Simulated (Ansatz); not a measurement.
# Ligand exchange: BH2(NH2) + GaH2(OH) → BH2(OH) + GaH2(NH2)

Species: BH2(NH2), singlet; GaH2(OH), singlet; BH2(OH), singlet; GaH2(NH2), singlet. The partners trade NH2 for OH: B–NH2 and Ga–OH bonds give way to B–OH and Ga–NH2.

Shapes, held fixed at every level: PBE0-D4/def2-TZVP. Programs: Ansatz 0.2.0. The zero-point and thermal change to 298 K, harmonic and unscaled (PBE0-D4/def2-TZVP), is -1.2 kJ/mol.

```
               level                    kind  ΔH(298 K) (kJ/mol)  less CCSD(T)/def2-TZVPP  CPU time (sum over the molecules)
         HF/def2-SVP            Hartree–Fock               +10.4                     -6.1                                  –
   PBE-D4/def2-TZVPP                     GGA               +20.9                     +4.4                              9.2 s
r2SCAN-D4/def2-TZVPP                meta-GGA               +19.7                     +3.2                               14 s
 B3LYP-D4/def2-TZVPP           global hybrid               +19.1                     +2.6                               11 s
 BHLYP-D4/def2-TZVPP           global hybrid               +17.0                     +0.5                              7.5 s
  wB97M-V/def2-TZVPP  range-separated hybrid               +18.1                     +1.6                               28 s
  wB97X-V/def2-TZVPP  range-separated hybrid               +17.9                     +1.4                               20 s
  CCSD(T)/def2-TZVPP   coupled cluster or CI               +16.5                      0.0                               47 s
```

The highest level, CCSD(T)/def2-TZVPP, gives ΔH(298 K) = +16.5 kJ/mol; the levels span +10.4 to +20.9. The column of differences is taken from that level and isn't an error. No measured value is set beside it here. Relativity is left out for Ga unless named. Correlated rows may include outer-core shells of Ga, which these sets cover unevenly. Times are processor times on shared x86 and Arm servers, and rough.
